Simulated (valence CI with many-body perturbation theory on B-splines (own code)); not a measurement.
**Forbidden lines of I47+**

Method: relativistic CI+MBPT: four valence electrons over a frozen Dirac-Fock core [He], a basis of 11 s, 11 p, 9 d, 7 f, 5 g, 2 h, 1 i functions for each j, with the one-electron correlation potential Σ1, the two-electron term Σ2, the three-electron term Σ3, Breit, model QED; selected CI, second order for the rest (own B-spline code, finite nucleus).

No measured spectrum was set against this ion. As an estimate, large intervals hold to a few tenths of a per cent, small ones and those within an open d or f shell to about a per cent. Among the levels kept, up to 260 cm⁻¹ of a level comes from second order outside the variational space, and about a tenth of that is noise between levels of different J, which matters for small intervals.

Lines 1 to 41 of 41 in falling wavelength, among levels below 411.22 Ry, chosen from the decays that carry over 1 % of a level's rate. Wavelengths and rates use the calculated energies. Electric multipoles are in the length gauge, E1 and E2 with the static RPA response of the core. S is in atomic units (e²a₀⁴ for E2 and M2, e²a₀⁶ for E3), for M1 in squared Bohr magnetons. Weak lines are less certain than strong ones. Lines between different terms over intervals too small for the method are left out, as are lines whose strength nearly cancels. The highest levels of a list are the least certain.

Levels are named by their leading jj configuration (3d3/2^4 stands for four electrons in 3d with j = 3/2), which in mixed levels can hold well under half, so a name can repeat and another be missing. Letters in brackets count levels of one name in rising energy.

```tsv
λ vac (Å)	Upper	Lower	Type	A (s⁻¹)	S (a.u.)
803.4	(2s^2 2p1/2 2p3/2) J=2	(2s^2 2p1/2 2p3/2) J=1	M1	9.96e+03	9.57e-01
40.62	(2s^2 2p1/2 2p3/2) J=1	(2s^2 2p1/2^2) J=0	M1	1.87e+08	1.40e+00
39.06	(2s^2 2p3/2^2) J=2	(2s^2 2p1/2 2p3/2) J=2	M1	1.56e+08	1.73e+00
38.66	(2s^2 2p1/2 2p3/2) J=2	(2s^2 2p1/2^2) J=0	E2	2.36e+05	9.12e-05
37.25	(2s^2 2p3/2^2) J=2	(2s^2 2p1/2 2p3/2) J=1	M1	1.60e+08	1.53e+00
33.30	(2s^2 2p3/2^2) J=0	(2s^2 2p1/2 2p3/2) J=1	M1	4.15e+08	5.68e-01
2.926	(2s^2 2p3/2 3d5/2) J=4	(2s 2p3/2^3) J=2	E2	6.37e+08	1.10e-06
2.744	(2s^2 2p3/2 3d5/2) J=4	(2s 2p1/2 2p3/2^2) J=2 [b]	E2	4.45e+08	5.56e-07
2.725	(2s^2 2p3/2 3p1/2) J=2	(2s^2 2p3/2^2) J=0	E2	6.39e+10	4.29e-05
2.716	(2s^2 2p1/2 3p1/2) J=1	(2s^2 2p1/2 2p3/2) J=2	E2	1.86e+11	7.35e-05
2.715	(2s 2p1/2^2 3p1/2) J=0	(2s 2p1/2^2 2p3/2) J=2	E2	3.55e+11	4.67e-05
2.707	(2s^2 2p3/2 3d5/2) J=4	(2s 2p1/2 2p3/2^2) J=3	E2	1.65e+09	1.93e-06
2.707	(2s^2 2p1/2 3p1/2) J=1	(2s^2 2p1/2 2p3/2) J=1	E2	1.82e+11	7.09e-05
2.704	(2s 2p1/2 2p3/2 3p3/2) J=4	(2s 2p1/2 2p3/2^2) J=2 [b]	E2	9.05e+09	1.05e-05
2.703	(2s^2 2p3/2 3p1/2) J=1	(2s^2 2p3/2^2) J=2	E2	1.94e+11	7.49e-05
2.702	(2s^2 2p3/2 3p1/2) J=2	(2s^2 2p3/2^2) J=2	E2	2.52e+11	1.62e-04
2.699	(2s^2 2p1/2 3p1/2) J=0	(2s^2 2p1/2 2p3/2) J=2	E2	3.48e+11	4.46e-05
2.669	(2s 2p1/2 2p3/2 3p3/2) J=4	(2s 2p1/2 2p3/2^2) J=3	E2	9.95e+10	1.08e-04
2.667	(2s 2p1/2 2p3/2 3p3/2) J=0 [b]	(2s 2p1/2 2p3/2^2) J=2 [b]	E2	1.77e+11	2.13e-05
2.663	(2s 2p1/2 2p3/2 3p3/2) J=1 [d]	(2s 2p1/2 2p3/2^2) J=2 [b]	E2	1.04e+11	3.74e-05
2.657	(2s 2p1/2 2p3/2 3p3/2) J=1 [d]	(2s 2p1/2 2p3/2^2) J=1 [a]	E2	8.61e+10	3.05e-05
2.655	(2s^2 2p3/2 3p3/2) J=1	(2s^2 2p3/2^2) J=2	E2	1.20e+11	4.24e-05
2.655	(2s^2 2p1/2 3p3/2) J=2	(2s^2 2p1/2 2p3/2) J=2	E2	1.24e+11	7.30e-05
2.649	(2s 2p1/2 2p3/2 3p3/2) J=4	(2s 2p1/2 2p3/2^2) J=2 [a]	E2	6.19e+09	6.50e-06
2.646	(2s^2 2p1/2 3p3/2) J=2	(2s^2 2p1/2 2p3/2) J=1	E2	5.57e+10	3.22e-05
2.636	(2s^2 2p3/2 3p3/2) J=0	(2s^2 2p3/2^2) J=2	E2	2.78e+11	3.16e-05
2.625	(2s 2p1/2 2p3/2 3d5/2) J=5	(2s 2p1/2 2p3/2^2) J=3	M2	5.04e+09	6.18e-06
2.625	(2s 2p1/2 2p3/2 3d5/2) J=5	(2s 2p1/2 2p3/2^2) J=3	E3	2.28e+08	6.86e-06
2.613	(2s 2p1/2 2p3/2 3p3/2) J=0 [b]	(2s 2p1/2 2p3/2^2) J=2 [a]	E2	5.65e+10	6.15e-06
2.609	(2s^2 2p3/2 3d5/2) J=4	(2s^2 2p3/2^2) J=2	M2	4.77e+09	4.64e-06
2.609	(2s^2 2p3/2 3d5/2) J=4	(2s^2 2p3/2^2) J=2	E3	3.27e+08	7.70e-06
2.528	(2s^2 2p3/2 3d5/2) J=4	(2s 2p1/2^2 2p3/2) J=2	E2	2.66e+09	2.21e-06
2.495	(2s 2p1/2 2p3/2 3p3/2) J=4	(2s 2p1/2^2 2p3/2) J=2	E2	1.96e+11	1.52e-04
2.489	(2s 2p1/2 2p3/2 3p3/2) J=1 [d]	(2s 2p1/2^2 2p3/2) J=1	E2	1.18e+11	3.03e-05
2.486	(2s^2 2p3/2 3p3/2) J=1	(2s^2 2p1/2 2p3/2) J=2	E2	1.48e+11	3.76e-05
2.484	(2s^2 2p1/2 3p3/2) J=2	(2s^2 2p1/2^2) J=0	E2	1.67e+11	7.06e-05
2.456	(2s 2p1/2 2p3/2 3d5/2) J=5	(2s 2p1/2^2 2p3/2) J=2	E3	5.91e+08	1.12e-05
2.446	(2s^2 2p3/2 3d5/2) J=4	(2s^2 2p1/2 2p3/2) J=2	M2	1.83e+09	1.29e-06
2.446	(2s^2 2p3/2 3d5/2) J=4	(2s^2 2p1/2 2p3/2) J=2	E3	2.45e+08	3.67e-06
2.438	(2s^2 2p3/2 3d5/2) J=4	(2s^2 2p1/2 2p3/2) J=1	E3	3.96e+08	5.81e-06
2.388	(2s 2p1/2 2p3/2 3d3/2) J=4	(2s^2 2p1/2 2p3/2) J=2	E2	3.76e+11	2.35e-04
```
